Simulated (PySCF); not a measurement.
Species: C6H9NO.
SMILES: `CN(C)C1=COC=C1`

Torsions of this conformer, `[CH3:1][N:2]([CH3:3])[c:4]1[cH:5][cH:6][o:7][cH:8]1`: C1–N2–C4–C5 29°.

The closed-shell ground state was solved at several levels (PySCF, density fitting, gas phase, non-relativistic). Isolated species at its PBE0-D3(BJ)/def2-SVP geometry, gas phase.

```tsv
level	basis functions	HOMO (eV)	LUMO (eV)	gap (eV)	dipole (D)
KT3/pcSseg-1	181	-4.43	-0.27	4.16	1.69
CAM-B3LYP/def2-SVPD	235	-6.80	1.27	8.07	1.75
PBE0/pcSseg-1	181	-5.47	0.61	6.08	1.77
```

Problem. What might B3LYP/pcJ-1 (306 basis functions) give for the same quantities?

Solution. HOMO -5.27 eV, LUMO 0.39 eV, gap 5.66 eV, dipole 1.75 D.

Problem. Over all these levels, which gives the widest orbital gap and which the narrowest?

Solution. CAM-B3LYP/def2-SVPD (range-separated hybrid) has the widest, 8.07 eV, and KT3/pcSseg-1 (GGA) the narrowest, 4.16 eV. Functional and basis both differ between the two, so the spread mixes both effects.

Problem. How far do the dipole and the HOMO energy spread over the levels?

Solution. The dipole runs from 1.69 to 1.77 D (mean 1.74 D) and the HOMO from -6.80 to -4.43 eV.
